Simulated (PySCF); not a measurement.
CH8N2Si2, SMILES N[Si@H]1NC[SiH2]1.

Geometry: PBE0-D3(BJ)/def2-SVP. The structure was generated by enumeration; whether it is a known compound was not checked. The values are those of a single conformer.

Calculation: PBE0-D3(BJ)/def2-SVP in PySCF 2.14.0.

Frequencies are harmonic and unscaled.

| mode | ν (cm⁻¹) | IR (km/mol) | moving atoms (share of kinetic energy) |
|---|---|---|---|
| 1 | 100 | 2.4 | H 37 %, N 36 %, C 25 % |
| 2 | 141 | 1.8 | N 45 %, H 29 %, Si 25 % |
| 3 | 209 | 17.3 | H 54 %, N 25 %, Si 20 % |
| 4 | 287 | 99.6 | H 81 %, N 9 %, Si 9 % |
| 5 | 350 | 49.5 | H 64 %, N 22 %, Si 14 % |
| 6 | 409 | 42.5 | H 71 %, N 16 %, Si 10 % |
| 7 | 429 | 18.6 | Si 69 %, H 24 % |
| 8 | 453 | 14.8 | Si 39 %, N 23 %, H 22 %, C 16 % |
| 9 | 520 | 89.6 | H 82 %, Si 13 % |
| 10 | 576 | 31.7 | H 96 % |
| 11 | 660 | 10.8 | H 47 %, C 39 %, Si 12 % |
| 12 | 709 | 75.1 | H 77 %, Si 9 %, C 9 % |
| 13 | 721 | 71.3 | H 63 %, N 18 %, Si 12 % |
| 14 | 745 | 45.6 | H 78 %, N 11 %, Si 10 % |
| 15 | 820 | 113.9 | N 37 %, H 35 %, Si 26 % |
| 16 | 850 | 18.1 | H 73 %, C 20 % |
| 17 | 889 | 49.8 | N 41 %, H 31 %, Si 28 % |
| 18 | 932 | 129.7 | H 92 % |
| 19 | 955 | 175.7 | H 68 %, Si 21 %, N 11 % |
| 20 | 1077 | 14.1 | H 41 %, C 30 %, N 28 % |
| 21 | 1171 | 28.2 | H 62 %, C 27 %, N 11 % |
| 22 | 1179 | 0.6 | H 89 % |
| 23 | 1342 | 44.9 | H 62 %, N 25 %, C 12 % |
| 24 | 1481 | 2.7 | H 92 % |
| 25 | 1534 | 65.4 | H 88 %, N 11 % |
| 26 | 2183 | 202.1 | H 97 % |
| 27 | 2207 | 93.9 | H 97 % |
| 28 | 2216 | 137.3 | H 96 % |
| 29 | 3018 | 63.1 | H 95 % |
| 30 | 3066 | 27.7 | H 90 %, C 10 % |
| 31 | 3612 | 9.2 | H 93 % |
| 32 | 3624 | 41.2 | H 96 % |
| 33 | 3731 | 36.2 | H 91 %, N 9 % |
